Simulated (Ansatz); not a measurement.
Method: CAM-B3LYP-D3(BJ)/def2-TZVP (Ansatz, a first-principles code). No frequencies were computed at this level.

Ansatz 0.2 input:
```yaml
crystal:
  periodic: [false, false, false]
  atoms:
    - { symbol: C, position_ang: [-1.242418, 0.681073, 0.326856] }
    - { symbol: C, position_ang: [-0.349872, -0.237331, 0.667896] }
    - { symbol: C, position_ang: [0.854676, -0.539637, -0.129412] }
    - { symbol: O, position_ang: [1.673789, -1.372219, 0.169812] }
    - { symbol: O, position_ang: [0.968772, 0.204096, -1.241347] }
    - { symbol: H, position_ang: [-2.111795, 0.877567, 0.931344] }
    - { symbol: H, position_ang: [-1.126647, 1.264258, -0.571381] }
    - { symbol: H, position_ang: [-0.443277, -0.834892, 1.563038] }
    - { symbol: H, position_ang: [1.776771, -0.042913, -1.716805] }
basis:
  gaussian: { orbitals: def2-tzvp }
hamiltonian:
  xc: cam_b3lyp
  dispersion: d3bj
relax:
  max_steps: 150
```

Output:

```
Functional definition: CAM-B3LYP
1018 factors; their error is unknown
312 factors; integrals over basis functions are off by at most 7.8e-7 eV
mean field evaluation 1: about -7263.2090 eV, gradient 6.3e1 eV
mean field evaluation 2: about -7262.0773 eV, gradient 7.1e1 eV
mean field evaluation 4: about -7269.9305 eV, gradient 3.5e0 eV
mean field evaluation 8: about -7269.9501 eV, gradient 7.5e-2 eV
mean field evaluation 16: about -7269.9455 eV, gradient 3.7e-4 eV
mean field -7269.94547820 eV, -267.1655685778 hartree, gradient 4.3e-5 eV, S^2 0.000000; 0 other end points of the search recorded, 0 dependent functions left out
reference -7269.94558997 eV, -267.1655726852 hartree; 19, 19 occupied and 160, 160 virtual orbitals, 1018 factors
relax step   1: F+E_penalty+E_count = -7270.06027980 eV  Δ(F+E_penalty+E_count) = +0.000e0 eV  max|allowed force component| = 4.415e-1 eV/Å  Δτ_max = 0.0000 Å  (30 SCF iters, accepted)
these checks for a lower state are left out or cut short: starts, cluster_reference, orbital_swaps, neighbouring_geometries, increment
1018 factors; their error is unknown
312 factors; integrals over basis functions are off by at most 7.8e-7 eV
mean field -7269.95164791 eV, -267.1657953105 hartree, gradient 1.7e-5 eV, S^2 0.000000; 0 other end points of the search recorded, 0 dependent functions left out
reference -7269.95175975 eV, -267.1657994207 hartree; 19, 19 occupied and 160, 160 virtual orbitals, 1018 factors
relax step   2: F+E_penalty+E_count = -7270.06649706 eV  Δ(F+E_penalty+E_count) = -6.217e-3 eV  max|allowed force component| = 1.669e-1 eV/Å  Δτ_max = 0.0135 Å  (35 SCF iters, accepted)
these checks for a lower state are left out or cut short: starts, cluster_reference, orbital_swaps, neighbouring_geometries, increment
1018 factors; their error is unknown
312 factors; integrals over basis functions are off by at most 7.9e-7 eV
mean field evaluation 32: about -7269.9541 eV, gradient 1.7e-5 eV
mean field -7269.95410791 eV, -267.1658857139 hartree, gradient 1.7e-5 eV, S^2 0.000000; 0 other end points of the search recorded, 0 dependent functions left out
reference -7269.95421989 eV, -267.1658898291 hartree; 19, 19 occupied and 160, 160 virtual orbitals, 1018 factors
relax step   3: F+E_penalty+E_count = -7270.06892953 eV  Δ(F+E_penalty+E_count) = -2.432e-3 eV  max|allowed force component| = 3.463e-2 eV/Å  Δτ_max = 0.0209 Å  (35 SCF iters, accepted)
these checks for a lower state are left out or cut short: starts, cluster_reference, orbital_swaps, neighbouring_geometries, increment
1018 factors; their error is unknown
312 factors; integrals over basis functions are off by at most 7.9e-7 eV
mean field -7269.95418629 eV, -267.1658885944 hartree, gradient 1.7e-5 eV, S^2 0.000000; 0 other end points of the search recorded, 0 dependent functions left out
reference -7269.95429827 eV, -267.1658927094 hartree; 19, 19 occupied and 160, 160 virtual orbitals, 1018 factors
relax step   4: F+E_penalty+E_count = -7270.06900479 eV  Δ(F+E_penalty+E_count) = -7.526e-5 eV  max|allowed force component| = 2.259e-2 eV/Å  Δτ_max = 0.0035 Å  (36 SCF iters, accepted)
these checks for a lower state are left out or cut short: starts, cluster_reference, orbital_swaps, neighbouring_geometries, increment
1018 factors; their error is unknown
312 factors; integrals over basis functions are off by at most 7.9e-7 eV
mean field -7269.95419237 eV, -267.1658888176 hartree, gradient 1.7e-5 eV, S^2 0.000000; 0 other end points of the search recorded, 0 dependent functions left out
reference -7269.95430433 eV, -267.1658929322 hartree; 19, 19 occupied and 160, 160 virtual orbitals, 1018 factors
relax step   5: F+E_penalty+E_count = -7270.06901833 eV  Δ(F+E_penalty+E_count) = -1.354e-5 eV  max|allowed force component| = 1.091e-2 eV/Å  Δτ_max = 0.0010 Å  (36 SCF iters, accepted)
these checks for a lower state are left out or cut short: starts, cluster_reference, orbital_swaps, neighbouring_geometries, increment
1018 factors; their error is unknown
312 factors; integrals over basis functions are off by at most 7.9e-7 eV
mean field -7269.95419803 eV, -267.1658890256 hartree, gradient 1.7e-5 eV, S^2 0.000000; 0 other end points of the search recorded, 0 dependent functions left out
reference -7269.95430999 eV, -267.1658931403 hartree; 19, 19 occupied and 160, 160 virtual orbitals, 1018 factors
relax step   6: F+E_penalty+E_count = -7270.06902122 eV  Δ(F+E_penalty+E_count) = -2.891e-6 eV  max|allowed force component| = 2.041e-3 eV/Å  Δτ_max = 0.0004 Å  (37 SCF iters, accepted)
1018 factors; their error is unknown
312 factors; integrals over basis functions are off by at most 7.9e-7 eV
mean field evaluation 64: about -7269.9388 eV, gradient 3.5e0 eV
mean field -7269.95419803 eV, -267.1658890256 hartree, gradient 1.7e-5 eV, S^2 0.000000; 1 other end points of the search recorded, 0 dependent functions left out
reference -7269.95430999 eV, -267.1658931403 hartree; 19, 19 occupied and 160, 160 virtual orbitals, 1018 factors
Total energy: -7270.06913318 eV, -267.1701128147 hartree
Atom 0 at    -1.244432     0.682171     0.327434 Å, force    -0.000829     0.000713    -0.000608 eV/Å
Atom 1 at    -0.348861    -0.231844     0.659372 Å, force     0.001805    -0.001549    -0.000082 eV/Å
Atom 2 at     0.855238    -0.533547    -0.138031 Å, force    -0.000842    -0.001931     0.001822 eV/Å
Atom 3 at     1.668063    -1.364534     0.165615 Å, force    -0.002041     0.001595     0.000026 eV/Å
Atom 4 at     0.971312     0.211134    -1.253384 Å, force     0.000658     0.000564    -0.001446 eV/Å
Atom 5 at    -2.111085     0.864937     0.948166 Å, force    -0.000062    -0.000660    -0.000332 eV/Å
Atom 6 at    -1.137305     1.272444    -0.572058 Å, force     0.000549     0.000251     0.000783 eV/Å
Atom 7 at    -0.440099    -0.831428     1.554669 Å, force     0.000587     0.000719     0.000174 eV/Å
Atom 8 at     1.787168    -0.069330    -1.691782 Å, force     0.000174     0.000298    -0.000335 eV/Å
Dipole moment:    -0.298463     0.316615    -0.126964 e Å
```

Cost: around 50 core-seconds (rough).
